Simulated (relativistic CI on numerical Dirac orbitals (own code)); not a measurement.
## Hyperfine structure of Fe XI, mass number 57

Method of calculation: Dirac-Coulomb-Breit CI, orbitals from a KLI potential per configuration, a model potential for QED, unscaled Slater integrals (own radial code, finite nucleus).

Configurations in the expansion (outside the closed core [Ne]): 3s2 3p4, 3s 3p5, 3p6, 3s2 3p3 3d, 3s 3p4 3d, 3p5 3d, 3s 3p3 3d2, 3s2 3p3 4s, 3s2 3p3 4p, 3s2 3p2 3d 4p, 3p5 4s, 3p5 4p, 3s2 3p3 4d, 3s2 3p2 3d2, 3s2 3p 3d3, 3s 3p2 3d3, 3s2 3p 3d2 4s, 3s2 3p 3d2 4p, 3s2 3p 3d2 4d, 3s2 3p2 3d 4s, 3s 3p2 3d2 4s, 3s2 3p 3d 4s2, 3s2 3p 3d 4s 4p, 3s2 3p 3d 4s 4d. Double excitations out of closed p, d and f shells are left out; levels of such configurations are missing from the list, as are those of other unlisted configurations, and high levels can miss mixing partners.

Nuclear spin I = 1/2, μ = 0.09064 μN (tables of Stone and Pyykkö). The electronic factors are computed for point nuclear moments, without core polarisation or the Bohr-Weisskopf and QED corrections.

```tsv
Level	E (cm⁻¹)	A (MHz)
3s2 3p4 3P_2	0	782.9
3s2 3p4 3P_1	12516	-13.6
3s2 3p4 1D_2	39989	1517
3s 3p5 3P°_2	279960	3339
3s 3p5 3P°_1	289578	3331
3s 3p5 1P°_1	364176	1889
3s2 3p3 3d 5D°_1	388135	158.7
3s2 3p3 3d 5D°_2	388356	177.7
```

Levels with J = 0, under 50 % of one LS term, or S terms without an open s electron are left out. Small factors come from cancelling terms and can be off by tens of per cent or more.

At this charge energies of transitions that change n are usually good to better than 1 %, and those within a shell (Δn = 0) to a few per cent.

(1) Give the hyperfine levels of 3s2 3p4 3P_2 relative to its centre of gravity.

## Answers

(1) With K = F(F + 1) − I(I + 1) − J(J + 1), E = AK/2: F = 3/2: -1174, F = 5/2: 782.9 MHz.

LS names give the leading component of a level, which can be under half, so a name can repeat, a term be missing and a line seem to break the LS rules.
